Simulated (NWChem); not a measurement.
Molecule: C3H5NO2; SMILES O=C/N=C/CO

```xyz
11

O      0.8723    -2.3195     0.4243
C     -0.2515    -1.9479     0.1643
N     -0.5840    -0.6726    -0.3219
C     -0.1860     0.3619     0.3067
C     -0.4349     1.7545    -0.2133
O      0.6941     2.5898    -0.0105
H     -1.1305    -2.6161     0.2156
H      0.3629     0.2983     1.2567
H     -0.7525     1.7018    -1.2639
H     -1.2499     2.2124     0.3614
H      1.4108     2.2670    -0.5793
```
Atoms are numbered in this order, from 1.

All runs: NWChem. Pople sets run with spherical d functions. The geometry was optimised at B3LYP/6-31G* (spherical d). GIAO values for the isolated, static molecule; σ is the absolute isotropic shielding, δ = σ(reference) − σ with the isolated reference molecule computed at the same levels (13C: tetramethylsilane, 1H: tetramethylsilane, 15N: ammonia, 17O: water).

For level B3LYP/6-31G*:

| Item | Result |
|---|---|
| δ C2 (ppm) | 166.2 |
| δ N3 (ppm) | 351.0 |
| δ C4 (ppm) | 162.4 |
| δ C5 (ppm) | 64.8 |
| δ O6 (ppm) | 17.6 |
| δ H11 (ppm) | 0.37 |

**Question.** Estimate the same quantities for level PBE0/pcSseg-1.

**Answer.** 
- δ C2 (ppm) = 183.5
- δ N3 (ppm) = 405.9
- δ C4 (ppm) = 178.8
- δ C5 (ppm) = 70.5
- δ O6 (ppm) = 26.7
- δ H11 (ppm) = 0.81
